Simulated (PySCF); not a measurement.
AlH₂F, SMILES [AlH2][F]. Coordinates come from a TPSSh-D3(BJ)/def2-TZVP optimisation.

TDDFT-CAM-B3LYP/def2-TZVPD (PySCF) puts the lowest singlet excitations at 5.89, 7.54, 8.32, 8.48, 8.81, 8.89 eV.

Q: What are the lowest excitation roots from PySCF with ADC(2)/aug-cc-pVDZ? (Estimate from the structure and the level; the computed values follow.)

A: 6.29, 8.05, 8.87, 8.92, 9.19, 9.88 eV. S1 differs by 0.40 eV (second minus first; roots are paired by order, and the bases may differ).
